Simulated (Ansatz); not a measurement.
Species: CH5O2Si, net charge 0, doublet state. It need not be the lowest isomer of its formula. 
Geometry from a B3LYP-D3(BJ)/def2-TZVP (Ansatz, a program for electronic structure) optimisation:
SMILES: C[Si](O)O
```xyz
9

Si     0.3540    -0.1961    -0.0403
C     -1.1129    -0.9283    -0.9527
O     -0.0892    -0.1885     1.5514
O      0.6291     1.3905    -0.4602
H     -0.9274    -0.9688    -2.0267
H     -1.9906    -0.3023    -0.7688
H     -1.3208    -1.9381    -0.5969
H      0.4328     0.3515     2.1517
H      1.2083     1.5568    -1.2084
```
Charge 0, spin multiplicity 2.

Parts of the frozen-core correlation energy in cc-pV(T+d)Z (Ansatz, hartree). Frozen orbitals: 8; correlated occupied orbitals by spin: 13 and 12; virtual: 178 and 179. UHF or UKS for open shells. No spin-orbit coupling. Non-relativistic.

| term | value |
|---|---|
| reference (HF) | -479.60541 |
| MP2 opposite-spin | -0.57557 |
| MP2 same-spin | ___ |
| CCSD correlation | ___ |
| (T) | ___ |
| T1 diagnostic | 0.013 |
| largest doubles amplitude | 0.013 |
| <S^2> of the reference | 0.754 |

Task: Complete the blanks.

Result: 
- MP2 same-spin, value: -0.18664
- CCSD correlation, value: -0.78657
- (T), value: -0.02872
